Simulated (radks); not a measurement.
Results of a calculation; reference values are marked as such.
Spherical quantum dot in the effective-mass picture: electrons in a well V = -V0 / (1 + exp((r - R)/a)) with V0 = 1.53, R = 11.2, a = 0.66, with a point charge +1 (a donor) at the centre, all in effective atomic units (hartree* = m*/eps^2 hartree, bohr* = eps/m* bohr), one dielectric constant everywhere. Level of theory: non-relativistic Kohn-Sham, PBE, spin-polarised, spherical densities (a radial shooting solver with Libxc functionals). Levels are named by radial order and angular momentum (1s, 1p, 1d, 2s, ...), and open shells are averaged over m. Each electron was tried in the lowest free levels, single moves between levels near the top were tried too, and the lowest total energy was kept; such a search can miss a lower state. The series stops at N = 8: beyond it a trial failed or the search could not be trusted, so later rows were left out. At N = 1 the Hartree and exchange-correlation terms need not cancel, so that row can carry a self-interaction error.

N,open shells,2S,E (hartree*),mu = E(N) - E(N-1) (hartree*),addition energy mu(N+1) - mu(N) (hartree*),e(HOMO) (hartree*),rms radius (bohr*)
1,"1s(up 1, down 0)",1,-2.02998,-2.0300,0.4769,-1.8091,1.799
2,none,0,-3.58302,-1.5530,0.2405,-1.4565,3.022
3,"2s(up 1, down 0)",1,-4.89553,-1.3125,0.1006,-1.2677,4.984
4,"1p(up 2, down 0)",2,-6.10746,-1.2119,0.1048,-1.1606,5.793
5,"1p(up 3, down 0)",3,-7.21461,-1.1072,0.1182,-1.0537,6.323
6,"1p(up 3, down 0) 2s(up 1, down 0)",4,-8.20355,-0.98894,0.1295,-0.94081,6.634
7,"1p(up 3, down 1) 2s(up 1, down 0)",3,-9.06294,-0.85940,0.09726,-0.81216,6.955
8,"1p(up 3, down 2) 2s(up 1, down 0)",2,-9.82508,-0.76214,-,-0.71150,7.196

All shells are closed at N = 2 (there: 1s2); the second difference of the energy has clear peaks (12 % above both neighbours; the first and last values, which can be the largest, are not judged, and half-filled shells can peak too) at N = none.
